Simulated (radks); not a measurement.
Task: All-electron atom: Hg2+ in [Xe] 4f14 5d10. Method: scalar-relativistic Kohn-Sham, BLYP, spin-unpolarised, spherical densities, finite nucleus; Fermi nuclear charge, rms radius 5.4648 fm; computed with a radial shooting solver on a logarithmic mesh with Libxc functionals. Some entries of the table are withheld. Estimate them.

orbital  occ.  eigenvalue (hartree)  <1/r> (bohr^-1)  r(max) (bohr)
1s          2             -3056.181            97.53        0.01023
2s          2             -542.2799            22.88        0.05915
2p          6             -467.9050            20.28            (1)
3s          2             -129.2153            8.484         0.1668
3p          6             -107.7159            7.721         0.1664
3d         10             -85.04499            7.260         0.1355
4s          2             -28.94758            3.642         0.3757
4p          6             -21.89577            3.285         0.3957
4d         10                   (2)            2.947         0.4027
5s          2              -5.04553            1.506         0.8273
4f         14                   (3)            2.534         0.3664
5p          6              -3.14891              (4)            (5)
5d         10              -1.05345           0.9070          1.160

Result: 
(1) 2p r(max) (bohr): 0.04906
(2) 4d eigenvalue (hartree): -13.51583
(3) 4f eigenvalue (hartree): -4.22559
(4) 5p <1/r> (bohr^-1): 1.280
(5) 5p r(max) (bohr): 0.9279
